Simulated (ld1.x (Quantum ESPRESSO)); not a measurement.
Which change was made? (Sr, ultrasoft)

- Element: Sr
- Generator: ld1.x (Quantum ESPRESSO) 7.5
- Type: ultrasoft
- Functional: PBE
- Relativity: scalar-relativistic
- Frozen core: [Ar] 3d10
- Valence charge: 10
- Reference configuration: 4s2 4p6 4d0 5s0 5p0 (charge +2)
- Partial waves: 4s (bound): rcut 1.85, rcutus 2.30 bohr; 5s (bound, empty): rcut 1.85, rcutus 2.30 bohr; 4p (bound): rcut 2.00, rcutus 2.15 bohr; 5p (bound, empty): rcut 2.00, rcutus 2.15 bohr; 4d (bound, empty): rcut 1.75, rcutus 2.05 bohr; 4d channel at 0.25 Ry: rcut 1.75, rcutus 2.05 bohr
- Local potential: all-electron potential smoothed inside 2.00 bohr (lloc = -1)
- Core correction: a·sin(br)/r model core inside 0.95 bohr
- Augmentation charge: PSQ, inside the norm-conserving radii

Cutoffs, loose and tight: the cutoffs (Ry, on a coarse ladder) from which the occupation-weighted sum of valence levels, in a spherical-Bessel basis at the reference potential, stays within 10 and 1 mRy of its value at 400 Ry. They do not see the model core or the augmentation charge, which bear on the density cutoff. Test errors are all-electron minus pseudo excitation energies from the reference, over the configurations 4s2 4p6 4d0 5s2 5p0; 4s2 4p6 4d0 5s1 5p0; 4s2 4p6 4d0 5s1.5 5p0; 4s2 4p6 4d0.5 5s1.5 5p0; 4s2 4p5 4d0 5s2 5p0; 4s2 4p6 4d1 5s1 5p0; 4s2 4p6 4d0 5s0 5p1; variants that change the core or the reference have their own tests. The largest error is taken over the tests solved by every variant that gives reliable tests at all, those not shown here included: 4s2 4p6 4d0 5s1 5p0; 4s2 4p6 4d0 5s1.5 5p0; 4s2 4p6 4d0 5s2 5p0; 4s2 4p6 4d0.5 5s1.5 5p0.

The base gives: outcome: generated, overlap not positive; bound ghosts: not determined (overlap not positive); largest test error (meV): -1.4.

Task: After one change the result is: outcome: generated; cutoff, loose: 18 Ry; cutoff, tight: 35 Ry; bound ghosts: d; largest test error (meV): +1455. Which change was it?
A. type TM; waves now 4p (bound): rc 2.15 bohr; 4d (bound): rc 2.05 bohr; 4s (bound): rc 2.30 bohr; local potential the s channel
B. core [Kr], valence charge 2; reference 4d0 5s0.5 5p0; waves now 5s (bound): rcut 2.05, rcutus 2.60 bohr; 5s channel at 0.2 Ry: rcut 2.05, rcutus 2.60 bohr; 5p (bound): rcut 3.00, rcutus 3.90 bohr; 5p channel at 0.15 Ry: rcut 3.00, rcutus 3.90 bohr; 4d (bound): rcut 2.50, rcutus 3.15 bohr; 4d channel at 0.25 Ry: rcut 2.50, rcutus 3.15 bohr; local potential all-electron potential smoothed inside 3.30 bohr (lloc = -1); core correction Bessel-smoothed model core, default radius (core density twice the valence density)
C. local potential all-electron potential smoothed inside 1.55 bohr (lloc = -1)
D. reference 4s2 4p6 4d0 5s2 5p0

Result: A. The others give: core [Kr], valence charge 2; reference 4d0 5s0.5 5p0; waves now 5s (bound): rcut 2.05, rcutus 2.60 bohr; 5s channel at 0.2 Ry: rcut 2.05, rcutus 2.60 bohr; 5p (bound): rcut 3.00, rcutus 3.90 bohr; 5p channel at 0.15 Ry: rcut 3.00, rcutus 3.90 bohr; 4d (bound): rcut 2.50, rcutus 3.15 bohr; 4d channel at 0.25 Ry: rcut 2.50, rcutus 3.15 bohr; local potential all-electron potential smoothed inside 3.30 bohr (lloc = -1); core correction Bessel-smoothed model core, default radius (core density twice the valence density) → outcome: failed: run_pseudo: Errors in PS-KS equation | reference 4s2 4p6 4d0 5s2 5p0 → outcome: failed: find_q: problem finding q | local potential all-electron potential smoothed inside 1.55 bohr (lloc = -1) → outcome: generated; cutoff, loose: 18 Ry; cutoff, tight: 30 Ry; bound ghosts: none; largest test error (meV): -1.3. A file whose overlap is not positive is unfit for use, and its test errors describe a broken file.
